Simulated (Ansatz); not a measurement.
## How methods differ on InCl (SMILES [Cl][In])

The species is InCl (2 atoms), meant as a singlet with charge 0. SMILES: `[Cl][In]`. Geometry: a GFN2-xTB relaxation, a rough one for these elements and not checked as a minimum.

```xyz
2

Cl    0.0000    0.0000    0.0000
In    0.0000    0.0000    2.3857
```

Each level gives the energy change with the Cl1–In2 bond stretched from 2.386 to 3.620 Å (eV). The values are calculated.

```csv
level,kind,program,value (eV),less FCI/STO-3G,CPU time (all runs)
HF/STO-3G (restricted),Hartree–Fock,Ansatz,3.59,+0.07,0.67 s
revPBE/STO-3G (restricted),GGA,Ansatz,3.18,-0.34,1.9 s
r2SCAN/STO-3G (restricted),meta-GGA,Ansatz,3.41,-0.11,4.8 s
PBE0/STO-3G (restricted),global hybrid,Ansatz,3.48,-0.04,2 s
wB97X/STO-3G (restricted),range-separated hybrid,Ansatz,3.70,+0.18,7.3 s
B2PLYP/STO-3G (restricted),double hybrid,Ansatz,3.46,-0.06,2.9 s
BCCD(T)/STO-3G (restricted),coupled cluster or CI,Ansatz,3.52,0.00,0.98 s
CCSDT/STO-3G (restricted),coupled cluster or CI,Ansatz,3.52,0.00,1.2 s
FCI/STO-3G,exact in the basis,Ansatz,3.52,0.00,1.4 s
```

FCI/STO-3G is exact within its basis and frozen core, so for wave-function methods in that basis the difference is their error; functionals converge differently with the basis, so for them it is only a difference. All-electron rows without a relativistic Hamiltonian named are non-relativistic. The first shape isn't each level's own minimum. The values span 3.18 to 3.70 eV. All rows use very small basis sets, so none should be taken for the real molecule's value. In the correlated wave-function rows the outer d shell of In is correlated, in sets not made for it. Times are those of the runs behind each value, whatever else they computed, on shared processors of several kinds: orders of magnitude only.
